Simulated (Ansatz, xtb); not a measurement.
Relative energy of two conformers of C2H3BCl2

Structure I: `ClB/C=C/Cl`, a singlet. Structure II: `ClB/C=C/Cl`, a singlet. Both are isolated molecules in the gas phase, relaxed with PBE0-D4/def2-SVP.

I (Å):

```xyz
8

C    -0.4935    0.6609   -0.9402
C     0.1436    1.0306   -2.0636
B    -1.0533    1.6934    0.0535
Cl   -0.8879    3.4226   -0.2298
Cl    0.7909   -0.0614   -3.2120
H    -1.6257    1.3687    1.0625
H    -0.6101   -0.4093   -0.7398
H     0.2984    2.0805   -2.3315
```

II (Å):

```xyz
8

C    -1.5211    2.2168    0.5118
C    -2.0428    3.1910    1.2769
B    -2.1239    1.9904   -0.8791
Cl   -1.4986    0.7395   -1.9351
Cl   -1.4994    3.5862    2.8528
H    -3.0401    2.6589   -1.2904
H    -0.6899    1.6209    0.9020
H    -2.8738    3.8204    0.9434
```

Question: Which of the two would you expect CCSD(T)/def2-SVP + ΔMP2/def2-TZVPP electronic energies to favour?

Answer: CCSD(T)/def2-SVP + ΔMP2/def2-TZVPP gives E(II) − E(I) = −1.07 kcal/mol, favouring structure II, but this leans on the basis-set step: CCSD(T) alone gives −0.81 kcal/mol.

How the difference moves with the method:

```
                             level          geometry  E(II) − E(I) (kcal/mol)  departure from the last row (kcal/mol)  job, with rough time for the two
                  PBE0-D4/def2-SVP  PBE0-D4/def2-SVP                     −0.77                                   +0.30                optimisation, 24 s
                       HF/def2-SVP  PBE0-D4/def2-SVP                     −0.94                                   +0.14           part of the CCSD(T) run
                      MP2/def2-SVP  PBE0-D4/def2-SVP                     −0.86                                   +0.21           part of the CCSD(T) run
                  CCSD(T)/def2-SVP  PBE0-D4/def2-SVP                     −0.81                                   +0.27                      single point
CCSD(T)/def2-SVP + ΔMP2/def2-TZVPP  PBE0-D4/def2-SVP                     −1.07                                                        single point, 18 s
```

The largest departure from CCSD(T)/def2-SVP + ΔMP2/def2-TZVPP is that of PBE0-D4/def2-SVP, 0.30 kcal/mol. Levels run at GFN2-xTB geometries aren't shown. The last row adds to CCSD(T) the change of the MP2 difference between the two basis sets, here −0.27 kcal/mol.

With harmonic frequencies from PBE0-D4/def2-SVP (ideal gas, rigid rotor, one conformer each, 298.15 K, 1 atm): on the last row, ΔE + ΔZPE = −1.10, ΔH = −1.07, ΔG = −1.12 kcal/mol.

The correlated steps freeze 13 core orbitals. Programs: Ansatz 0.2.0; the last row on 2 threads of Arm Neoverse V1 on a shared host.
